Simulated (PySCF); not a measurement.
Ga(F)2(NHMe) (CH4F2GaN), SMILES C[NH][Ga]([F])[F].

Geometry: PBE-D3(BJ)/def2-SVP. The structure was generated by enumeration; whether it is a known compound was not checked. One conformer was computed; it need not be the lowest.

The numbers are results of PBE/def2-TZVP (PySCF), not measurements.

Isolated molecule, no solvent.

```yaml
total_energy: -2219.42992 hartree
point_group: Cs
highest_occupied_level: -6.08 eV
lowest_empty_level: -2.22 eV
orbital_gap: 3.87 eV
dipole_moment: 3.32 D
quadrupole, principal values (traceless, Buckingham form, about the centre of nuclear charge): -5.04, 1.45, 3.59 D·Å
mean_static_polarisability: 47.2 bohr³ (6.99 Å³)
polarisability_principal_values: 37.3, 43.8, 60.3 bohr³
```
